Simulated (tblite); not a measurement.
Species: C6H12O2Si.
Z-matrix (Å and degrees, GFN2-xTB geometry), rows numbered from 1:
```
C 
C   1  1.5102
O   2  1.2093  1  122.36
C   2  1.4913  1  114.74  3  -178.17
C   4  1.5342  2  111.79  1  -151.78
O   5  1.4059  4  114.02  2  -175.99
C   6  1.4071  5  114.64  4    74.28
C   7  1.5321  6  113.17  5   -73.08
Si  8  1.8999  7  109.49  6    56.56
H   1  1.0885  2  109.09  3  -109.38
H   1  1.0867  2  110.12  3    10.10
H   1  1.0871  2  110.22  3   131.80
H   4  1.0916  2  110.33  1   -29.86
H   5  1.0990  4  109.11  2   -51.82
H   5  1.0944  4  109.72  2    66.48
H   7  1.0942  6  105.05  5   166.32
H   7  1.1009  6  109.81  5    49.94
H   8  1.0887  7  109.07  6   179.51
H   8  1.0907  7  108.40  6   -63.97
H   9  1.4676  4  109.44  2   -78.69
H   9  1.4645  4  109.72  2    44.01
```

Method: GFN2-xTB as coded in tblite; computed harmonic values from a numerical Hessian at the method's own geometry, unscaled. Against measured fundamentals such values can be off by several per cent, at times by over 20. Modes of hydrogen on silicon can be 10 to 20 % off. One conformer, not necessarily the lowest.

Harmonic wavenumbers (cm⁻¹): 57.8, 69.4, 106.5, 141.2, 158.7, 225.9, 245.8, 338.5, 390.1, 417.4, 456.7, 536.0, 554.9, 565.4, 595.4, 660.9, 688.7, 721.7, 762.5, 802.2, 907.1, 938.3, 958.1, 969.9, 980.4, 999.3, 1036.7, 1073.5, 1101.8, 1123.5, 1147.8, 1163.1, 1205.7, 1252.0, 1286.9, 1302.2, 1338.0, 1347.5, 1365.7, 1454.7, 1458.2, 1463.7, 1470.4, 1475.2, 1743.1, 2236.8, 2271.3, 2857.9, 2889.1, 2950.9, 2953.2, 2960.2, 2986.0, 3003.0, 3021.7, 3036.7, 3055.1.

A = 2419, B = 976.8, C = 806.1 MHz; mass 144.061 u (most abundant isotopes); point group C1, symmetry number 1.

Q: Zero-point energy?

A: ½Σν̃ = 36640 cm⁻¹ = 104.76 kcal/mol.

Q: Give the ideal-gas entropy at 200 K and 1 bar in the rigid-rotor, harmonic-oscillator model (classical rotation).

A: Translation 38.85, rotation 28.32, vibration 18.98: S = 86.1 cal/(mol K).

Q: And Cp and H(200 K) − H(0)?

A: Cp = 29.51 cal/(mol K), of which vibrations give 21.56 (their classical limit is 57 R = 113.3); H(200 K) − H(0) = 3.70 kcal/mol without the zero-point energy, 2.11 from vibrations.

Q: Which modes carry the vibrational entropy at 200 K?

A: 57.8 cm⁻¹: 3.75; 69.4 cm⁻¹: 3.39; 106.5 cm⁻¹: 2.56; 141.2 cm⁻¹: 2.04; 158.7 cm⁻¹: 1.83; 225.9 cm⁻¹: 1.23 cal/(mol K); the other 51 give 4.18 together.

Q: Blend soft modes into free rotors: weight 1/[1 + (100 cm⁻¹/ν̃)⁴] for the oscillator and the rest for a rotor with moment μB/(μ + B), μ = h/(8π²ν), B = 10⁻⁴⁴ kg m². What vibrational entropy results?

A: 17.85 cal/(mol K) in place of 18.98, which changes −T·S at 200 K by +0.22 kcal/mol.

Q: What must be added to the electronic energy to get the Gibbs energy at 200 K and 1 bar?

A: ZPE + [H(200 K) − H(0)] − T·S = 104.76 + 3.70 − 17.23 = 91.23 kcal/mol.

Hindered rotation and anharmonicity are outside this model. Other conformers, if any are populated, would add a mixing term that is left out. The structure is chiral; the term R ln 2 for an equal mix with its mirror image is left out.

On Arm Neoverse V1, one thread, shared host, this took 0.92 s of wall time. The figure is for the frequency step alone.
